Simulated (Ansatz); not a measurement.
Geometry optimisation, RKS BLYP-D4/def2-SVP (Ansatz).

input.yaml

```yaml
crystal:
  periodic: [false, false, false]
  atoms:
    - { symbol: Ti, position_ang: [-1.627882, 0.349934, 1.181571] }
    - { symbol: C, position_ang: [1.512967, -0.237843, -0.593783] }
    - { symbol: "N", position_ang: [-1.885425, 0.07265, -0.45926] }
    - { symbol: H, position_ang: [0.426801, -0.123967, -0.627731] }
    - { symbol: F, position_ang: [-0.991188, 1.976527, 1.581161] }
    - { symbol: F, position_ang: [-1.145707, -1.101583, 2.118743] }
    - { symbol: H, position_ang: [1.768858, -1.050475, 0.112751] }
    - { symbol: H, position_ang: [1.968085, 0.708086, -0.24432] }
    - { symbol: H, position_ang: [1.896351, -0.484471, -1.601063] }
    - { symbol: H, position_ang: [-1.923059, -0.108758, -1.468167] }
basis:
  gaussian: { orbitals: def2-SVP }
hamiltonian:
  xc: blyp
  dispersion: d4
relax:
  f_tol: 0.03
  max_steps: 50
```

Launched with:

```bash
$ ansatz run input.yaml --threads 2 --pin off --max-ram 3072MiB --backend cpu --events-out ev --progress --plain --runs-dir out
```

Problem. Where does it end, and by what steps?

Solution. It converged. After 12 steps the energy has fallen by 0.520 eV; Ti1 moved furthest, 0.98 Å. Joined: Ti1–C2, Ti1–H4.

```csv
step,energy less start (eV),largest force component (eV/Å),accepted
0,0.0000,0.494,yes
1,-0.0291,0.275,yes
2,-0.0388,0.169,yes
3,-0.0896,0.569,yes
4,-0.1811,0.547,yes
5,-0.3031,0.594,yes
6,-0.4012,0.572,yes
7,-0.4759,0.481,yes
8,-0.4650,1.185,no
9,-0.5047,0.073,yes
10,-0.5151,0.104,yes
11,-0.5178,0.093,yes
12,-0.5202,0.025,yes
```

```xyz
10
Properties=species:S:1:pos:R:3
Ti -0.809 0.189 0.663
C 1.408 -0.188 -0.400
N -1.978 0.063 -0.548
H 0.462 -0.204 -1.009
F -0.643 1.853 1.327
F -0.884 -1.144 1.871
H 1.424 -0.980 0.376
H 1.603 0.808 0.046
H 2.199 -0.406 -1.139
H -2.781 0.011 -1.187
```

The run took 28 s on 2 threads of Intel(R) Xeon(R) 6975P-C (Granite Rapids), on a shared host, peak memory 0.18 GiB.
